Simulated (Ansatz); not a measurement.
Ligand exchange: Mg(CH3)Br + C4H11NSi → Mg(CH3)(NH2) + C4H9BrSi

Species: Mg(CH3)Br, singlet; C4H11NSi `C=C[SiH](N)CC`, singlet; Mg(CH3)(NH2), singlet; C4H9BrSi `C=C[SiH](Br)CC`, singlet. The partners trade Br for NH2: Mg–Br and Si–NH2 bonds give way to Mg–NH2 and Si–Br.

Shapes, held fixed at every level: PBE0-D4/def2-TZVP. Flexible molecules stand in one conformer, not always the lowest. Programs: Ansatz 0.2.0. Electronic energies: no zero-point or thermal term.

| level | kind | ΔE (kJ/mol) |
| --- | --- | --- |
| HF/def2-SVP | Hartree–Fock | +130.3 |
| PBE-D4/def2-TZVPP | GGA | +98.1 |
| BHLYP-D4/def2-TZVPP | global hybrid | +115.5 |
| wB97X-V/def2-TZVPP | range-separated hybrid | +108.7 |
| B2PLYP/def2-TZVPP | double hybrid | +107.2 |
| MP2/def2-SVP | perturbation theory | +110.2 |
| CCSD/def2-SVP | coupled cluster or CI | +114.9 |
| MP2/def2-TZVPP | perturbation theory | +100.2 |

MP2/def2-TZVPP gives ΔE = +100.2 kJ/mol; the levels span +98.1 to +130.3. The median of the levels is +109.5. No measured value is set beside it here. Relativity is left out for Br. Outer-core shells of Br, Mg are correlated, in sets that cover them unevenly.
